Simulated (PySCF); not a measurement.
Functional benchmark on one molecule

Molecule: SMILES CC(C)(C)S(C)(=O)=O, C5H12O2S.

Atom-mapped SMILES (the numbers label the heavy atoms): `[CH3:1][C:2]([CH3:3])([CH3:4])[S:5]([CH3:6])(=[O:7])=[O:8]`. Each H is labelled by its parent atom.

Geometry PBE0-D3(BJ)/def2-SVP throughout; GIAO in PySCF, gas phase, one conformer, non-relativistic; equivalent atoms averaged; basis pcSseg-1.

Reference values (measured; solution, not stated per compound (mostly CDCl3 or CCl4); Pretsch, Buehlmann, Badertscher, Structure Determination of Organic Compounds, 4th ed. (2009)): δ(C2) = 57.6 ppm, δ(C1/C3/C4) = 22.7 ppm, δ(H(C1)/H(C3)/H(C4)) = 1.44 ppm. Computed shifts are taken against TMS, calculated as an isolated molecule at each level.

Q: How do the functionals HF, PBE, KT3, B3LYP, PBE0, WP04, B97-2, BHandHLYP, wB97X-D perform against the reference? Times are CPU seconds on shared hosts with different chips, so compare them loosely; the GGAs took longer than the global hybrids here, which isn't the general rule, and the cause wasn't traced.

A: 
```tsv
functional	kind	C2	C1/C3/C4	H(C1)/H(C3)/H(C4)	mean abs. error C	abs. error H	core-s
HF	Hartree–Fock	52.1	21.4	1.28	3.4	0.16	30
PBE	GGA	65.7	24.7	1.30	5.1	0.14	79
KT3	GGA	62.2	23.8	1.30	2.9	0.14	79
B3LYP	global hybrid	65.0	24.4	1.30	4.5	0.14	53
PBE0	global hybrid	62.4	23.7	1.28	2.9	0.16	38
WP04	global hybrid	69.5	24.3	1.32	6.8	0.12	42
B97-2	global hybrid	62.0	23.6	1.29	2.7	0.15	57
BHandHLYP	global hybrid	60.7	23.3	1.29	1.9	0.15	38
wB97X-D	range-separated hybrid	62.5	23.9	1.28	3.0	0.16	45
```

For 13C the closest is BHandHLYP (1.9 ppm) and the furthest WP04 (6.8 ppm).

For 1H the closest is WP04 (0.12 ppm, with PBE, KT3, B3LYP practically level) and the furthest wB97X-D (0.16 ppm). One molecule is a small sample, and vibrational and solvent effects are absent from the calculation.
